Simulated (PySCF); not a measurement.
**Peak assignment**

Molfile (atoms numbered from 1):
```
C9H8O
     RDKit          3D

 18 18  0  0  0  0  0  0  0  0999 V2000
    4.5129    0.4349    0.0201 O   0  0  0  0  0  0  0  0  0  0  0  0
    3.5185   -0.2086    0.2531 C   0  0  0  0  0  0  0  0  0  0  0  0
    2.1522    0.2322   -0.0315 C   0  0  0  0  0  0  0  0  0  0  0  0
    1.1055   -0.5563    0.2831 C   0  0  0  0  0  0  0  0  0  0  0  0
   -0.3145   -0.2881    0.0878 C   0  0  0  0  0  0  0  0  0  0  0  0
   -0.7902    0.8917   -0.5119 C   0  0  0  0  0  0  0  0  0  0  0  0
   -2.1533    1.1047   -0.6699 C   0  0  0  0  0  0  0  0  0  0  0  0
   -3.0719    0.1468   -0.2329 C   0  0  0  0  0  0  0  0  0  0  0  0
   -2.6165   -1.0283    0.3619 C   0  0  0  0  0  0  0  0  0  0  0  0
   -1.2504   -1.2421    0.5192 C   0  0  0  0  0  0  0  0  0  0  0  0
    3.5847   -1.2273    0.7212 H   0  0  0  0  0  0  0  0  0  0  0  0
    2.0453    1.2169   -0.4955 H   0  0  0  0  0  0  0  0  0  0  0  0
    1.3351   -1.5229    0.7505 H   0  0  0  0  0  0  0  0  0  0  0  0
   -0.0831    1.6479   -0.8586 H   0  0  0  0  0  0  0  0  0  0  0  0
   -2.5068    2.0261   -1.1380 H   0  0  0  0  0  0  0  0  0  0  0  0
   -4.1433    0.3192   -0.3578 H   0  0  0  0  0  0  0  0  0  0  0  0
   -3.3285   -1.7820    0.7055 H   0  0  0  0  0  0  0  0  0  0  0  0
   -0.8934   -2.1640    0.9862 H   0  0  0  0  0  0  0  0  0  0  0  0
  1  2  2  0
  2  3  1  0
  3  4  2  0
  4  5  1  0
  5  6  2  0
  6  7  1  0
  7  8  2  0
  8  9  1  0
  9 10  2  0
 10  5  1  0
  2 11  1  0
  3 12  1  0
  4 13  1  0
  6 14  1  0
  7 15  1  0
  8 16  1  0
  9 17  1  0
 10 18  1  0
M  END
```

Equivalent nuclei averaged, relativity neglected, one conformer, gas phase. Coordinates at the PBE0-D3(BJ)/def2-SVP level; shieldings: GIAO PBE/pcSseg-1; PySCF.

Chemical shifts δ = σref − σ; $^{13}$C, $^{1}$H against TMS, all at this level.

Question: Assign these signals to the numbered atoms. $^{13}$C{$^{1}$H} NMR (computed): δ 192.0 (CH), 158.1 (CH), 137.6 (C), 135.2 (CH), 132.6 (CH), 132.5 (CH), 131.3 (CH).

Answer: 
192.0 → C2, aldehyde carbonyl carbon: low-lying n→π* states of the double bond to the heteroatom give a large paramagnetic term (-260 ppm)
158.1 → C4, β carbon of a C=C–C=O unit: conjugation with the carbonyl draws π density from the β position
137.6 → C5, substituted aromatic carbon
135.2 → C8, aromatic CH: the aromatic region
132.6 → C7/C9, aromatic CH
132.5 → C6/C10, aromatic CH
131.3 → C3, α carbon of a C=C–C=O unit: the olefinic region

C7/C9 and C6/C10; C6/C10 and C3 lie closer than the usual error of such a calculation, so a measured spectrum could show them in the other order.

Question: Assign these signals to the numbered atoms. $^{1}$H NMR (400 MHz, computed): δ 9.91 (d, 1H), 7.61 (m, 2H), 7.46 (m, 2H), 7.41 (m, 1H), 6.83 (d, 1H), 6.60 (m, 1H).

Answer: 
| δ (ppm) | atoms | environment | reason |
| --- | --- | --- | --- |
| 9.91 | H11 | hydrogen on an aldehyde carbonyl carbon | the C=O anisotropy and electron withdrawal place aldehyde protons far downfield |
| 7.61 | H14/H18 | hydrogen on an aromatic CH | aromatic region |
| 7.46 | H15/H17 | hydrogen on an aromatic CH | – |
| 7.41 | H16 | hydrogen on an aromatic CH | – |
| 6.83 | H13 | hydrogen on a β carbon of a C=C–C=O unit | olefinic region |
| 6.60 | H12 | hydrogen on an α carbon of a C=C–C=O unit | olefinic region |

H15/H17 and H16 lie closer than the usual error of such a calculation, so a measured spectrum could show them in the other order.

Shifts are as computed. Against solution values, carbons near 30 ppm lie about +2 ppm off and those near 130 ppm about +2 ppm. Of 1211 compounds with measured shifts, 218 miss one by over three times the rms of a fit or turn the order of signals round; such compounds aren't used in these exercises. No couplings were computed; multiplicities are counted from neighbouring protons, with m where these are inequivalent, close in shift, in a saturated or five-membered ring or joined by F or P, and br s for small geminal =CH2 splittings.
